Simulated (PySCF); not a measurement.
# Interval between two levels of Ge by level of theory

Ge [Ar] 3d10 4s2 4p2 [3P2, M_J = 2] → Ge [Ar] 3d10 4s2 4p1 5s1 [3P2, M_J = 2], as a difference of total energies. Computed with PySCF 2.14 in x2c-SVPall-2c with one added diffuse shell each of s, p, d type (6s7p4d, 47 functions), with the two-component X2C-1e Hamiltonian. Correlated levels: [Ne] frozen. "Screened" scales the spin-orbit matrix elements by Boettger's factors to mimic the two-electron term; Breit and QED terms are absent.

| method | interval between two levels (cm⁻¹) | error (cm⁻¹) |
| --- | --- | --- |
| GHF (spin-free) | 36718 | -990 |
| GMP2 (spin-free) | 37987 | +279 |
| GHF (screened spin-orbit) | 36893 | -815 |
| GMP2 (screened spin-orbit) | 38141 | +433 |

Reference: 37708 cm⁻¹ (measured; NIST Handbook of Basic Atomic Spectroscopic Data (Sansonetti and Martin, J. Phys. Chem. Ref. Data 34, 1559 (2005))).

The spin-free rows relax to the high-spin LS determinant and lack the spin-orbit shift.

Errors of the correlated levels include the incompleteness of this basis and the frozen core.

The labels give the starting determinants; with spin-orbit coupling the two ends relaxed to ⟨J²⟩ = 6.01, ⟨L²⟩ = 2.05, ⟨S²⟩ = 1.98 and ⟨J²⟩ = 6.01, ⟨L²⟩ = 2.01, ⟨S²⟩ = 2.00.

The promoted electron is Rydberg-like, and one or two diffuse shells describe it only roughly, which tends to raise the upper state.
